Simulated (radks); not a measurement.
Neutral holmium: order these configurations by energy. Calculated with a radial shooting solver on a logarithmic mesh with Libxc functionals: Dirac Kohn-Sham, relativistic LDA (MacDonald-Vosko exchange, VWN5 correlation), spin-unpolarised, spherical densities, finite nucleus; Fermi nuclear charge, rms radius of each element as measured or else 0.836 A^(1/3) + 0.57 fm. Sub-shells are occupied by j as written (lower j first in brackets). [Xe] 4f(5/2: 6, 7/2: 4) 5d(3/2: 1, 5/2: 0) 6s2; [Xe] 4f(5/2: 6, 7/2: 4) 6s2 6p(1/2: 1, 3/2: 0); [Xe] 4f(5/2: 6, 7/2: 5) 5d(3/2: 1, 5/2: 0) 6s1; [Xe] 4f(5/2: 6, 7/2: 5) 6s1 6p(1/2: 1, 3/2: 0); [Xe] 4f(5/2: 6, 7/2: 5) 6s2.

Answer. From the lowest, in eV above it: [Xe] 4f(5/2: 6, 7/2: 5) 6s2 0.000; [Xe] 4f(5/2: 6, 7/2: 5) 6s1 6p(1/2: 1, 3/2: 0) 2.630; [Xe] 4f(5/2: 6, 7/2: 5) 5d(3/2: 1, 5/2: 0) 6s1 2.669; [Xe] 4f(5/2: 6, 7/2: 4) 5d(3/2: 1, 5/2: 0) 6s2 3.996; [Xe] 4f(5/2: 6, 7/2: 4) 6s2 6p(1/2: 1, 3/2: 0) 5.515.
